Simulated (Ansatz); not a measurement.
Reactions of CH4Cl3NZr, SMILES `C[NH][Zr]([Cl])([Cl])[Cl]`.

Calculated with Ansatz (gas phase, PBE0-D4/def2-TZVP geometries, no zero-point term in ΔE). CBS: MP2 limit from def2 TZ/QZ plus the TZ coupled-cluster correction, frozen cores. This one scheme is used for every species. Functionals use def2-TZVPP. def2 core potentials past Kr. For Ga, Zr outer-core shells are correlated without core-valence functions, which leaves a few kJ/mol of doubt a bond. Scalar relativity is left out up to krypton. One conformer a species, not always the lowest.

| reaction | CCSD(T)/CBS(def2) (kJ/mol) |
| --- | --- |
| `C[NH][Zr]([Cl])([Cl])[Cl]` + `[NH2][Ga]([Cl])[Cl]` → `C[NH][Ga]([Cl])[Cl]` + `[NH2][Zr]([Cl])([Cl])[Cl]` | ? |
| `C[NH][Zr]([Cl])([Cl])[Cl]` + H₂S → `[SH][Zr]([Cl])([Cl])[Cl]` + CH₃NH₂ | -9 |
| `C[NH][Zr]([Cl])([Cl])[Cl]` + `C#CCOC` → `C#[C][Zr]([Cl])([Cl])[Cl]` + `CNCOC` | 63 |
| `C[NH][Zr]([Cl])([Cl])[Cl]` + `S[SiH](Cl)Cl` → `CS[SiH](Cl)Cl` + `[NH2][Zr]([Cl])([Cl])[Cl]` | -25 |

(1) Fill in the missing values. (Estimate.)

Largest T1 diagnostic: 0.016, for `[SH][Zr]([Cl])([Cl])[Cl]`.

Answers

(1) Computed: `C[NH][Zr]([Cl])([Cl])[Cl]` + `[NH2][Ga]([Cl])[Cl]` → `C[NH][Ga]([Cl])[Cl]` + `[NH2][Zr]([Cl])([Cl])[Cl]`: +8.3 kJ/mol.
